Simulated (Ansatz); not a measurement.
Z-matrix (Å, degrees):
```
S
C 1 1.847
O 1 1.422 2 106.6
O 1 1.564 2 100.2 3 -115.5
O 1 1.416 2 106.8 3 133.2
F 2 1.329 1 109.6 3 55.6
F 2 1.320 1 109.1 3 -63.9
F 2 1.321 1 110.3 3 175.7
C 4 1.455 1 121.4 2 88.5
C 9 1.505 4 107.0 1 140.5
H 9 1.091 4 107.0 1 -100.2
H 9 1.091 4 109.2 1 19.6
O 10 1.403 9 112.8 4 63.3
H 10 1.093 9 107.9 4 -178.8
H 10 1.098 9 109.4 4 -61.9
H 13 0.962 10 108.4 9 -65.8
```

Charge 0, multiplicity 1.

Q: List the PBE/def2-TZVPP orbital energies in eV (Ansatz). (Best estimate.)

A: Ansatz gave: Occupied: -2401.76, -661.95, -661.90, -661.90, -512.68, -511.12, -511.05, -510.76, -276.47, -271.31, -270.86, -213.91, -160.08, -160.00, -159.99, -34.20, -31.79, -31.77, -29.94, -27.18, -26.38, -26.17, -20.12, -18.93, -17.22, -16.46, -15.64, -15.62, -14.89, -13.61, -13.36, -12.92, -12.11, -12.06, -11.98, -11.65, -11.30, -11.29, -11.15, -10.82, -10.47, -10.11, -9.58, -8.80, -8.64, -8.62, -8.27, -8.18, -6.91. Lowest empty: -0.45, -0.09, 0.19, 0.59, 0.65, 0.79, 1.17, 1.81.
